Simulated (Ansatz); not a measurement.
Input file for Ansatz (a program for electronic structure): R-CAM-B3LYP/def2-TZVPPD on FH4NSe (a complex). Files ending in .json are basis or fitting sets from the Basis Set Exchange.

Ansatz 0.2 input:
```yaml
crystal:
  periodic: [false, false, false]
  atoms:
    - {symbol: N, position_ang: [-1.00135577, 0.59995557, 0.75958244]}
    - {symbol: Se, position_ang: [-0.20056191, -0.94693467, 0.04936699]}
    - {symbol: H, position_ang: [-0.82625228, 1.39768240, 0.15966990]}
    - {symbol: H, position_ang: [-2.00116174, 0.46821383, 0.85935833]}
    - {symbol: H, position_ang: [-0.92866737, -0.99732372, -1.24002666]}
    - {symbol: F, position_ang: [0.07895835, 1.03358709, 3.15011595]}
    - {symbol: H, position_ang: [-0.31806731, 0.88955624, 2.29185379]}
basis:
  gaussian:
    orbitals: def2-TZVPPD.json
hamiltonian:
  xc: {name: CAM-B3LYP}
scf: {lower_state_search: off}
```

It printed:

```
WARN ansatz: RAYON_NUM_THREADS=1 ignored (pool sized by the plan → 1); use --threads N
Functional definition: CAM-B3LYP
these checks for a lower state are left out or cut short: stability, starts, cluster_reference, orbital_swaps, neighbouring_geometries, increment
integrals: 0.14 GiB planned
1056 factors; their error is unknown
integrals: 0.17 GiB planned
295 factors; integrals over basis functions are off by at most 4.0e-5 eV
mean field: 1.18 GiB planned
mean field evaluation 1: about -69621.1242 eV, gradient 5.3e1 eV
mean field evaluation 2: about -69618.3956 eV, gradient 6.6e1 eV
mean field evaluation 4: about -69625.6235 eV, gradient 1.4e0 eV
mean field evaluation 8: about -69625.8508 eV, gradient 6.8e-2 eV
mean field evaluation 16: about -69625.8508 eV, gradient 1.2e-5 eV
mean field -69625.85078220 eV, -2558.7028221491 hartree, gradient 2.8e-6 eV, S^2 0.000000; 0 other end points of the search recorded, 0 dependent functions left out
reference -69625.85091710 eV, -2558.7028271068 hartree; 27, 27 occupied and 175, 175 virtual orbitals, 1056 factors
Total energy: -69625.85091710 eV, -2558.7028271068 hartree
Checks for a lower state left out: stability, starts, cluster_reference, orbital_swaps, neighbouring_geometries, increment
```

Self-consistency was reached.

Cost: about 3 core-seconds (a rough figure).
